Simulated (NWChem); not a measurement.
A series in which one site is exchanged, each optimised at PBE0/def2-SVP with NWChem, gas phase unless a solvent is named. This build's default masses of Se (78.918 u) and Br (79.917 u) are each other's, which moves their modes by up to 0.6 %. For some, no frequency run checked for a minimum. def2 effective core potentials on I; no spin-orbit coupling.

A: [Cl][Mg][Br] (MgBrCl; site = Br)
B: [MgH][Cl] (MgHCl; site = H)
C: [Cl][Mg][I] (MgICl; site = I)
D: [Cl][Mg][Cl] (MgCl$_{2}$; site = Cl)

```
quantity                                                 A    B     C     D
----------------------------------------------------  ----  ---  ----  ----
dipole (D), PBE0/def2-SVP                             0.18  [?]  0.50  0.00
orbital gap (eV), PBE0/def2-SVP                       6.62  [?]  5.96  7.06
static polarisability, B3LYP/def2-SVPD (bohr³)        59.0  [?]  74.8  49.9
lowest singlet excitation, B3LYP/def2-SVPD, TDA (eV)  5.08  [?]  4.49  5.49
```

Question: Complete the blanks.

Answer: 
- dipole (D), PBE0/def2-SVP, B: 1.52
- orbital gap (eV), PBE0/def2-SVP, B: 7.39
- static polarisability, B3LYP/def2-SVPD (bohr³), B: 42.3
- lowest singlet excitation, B3LYP/def2-SVPD, TDA (eV), B: 6.06
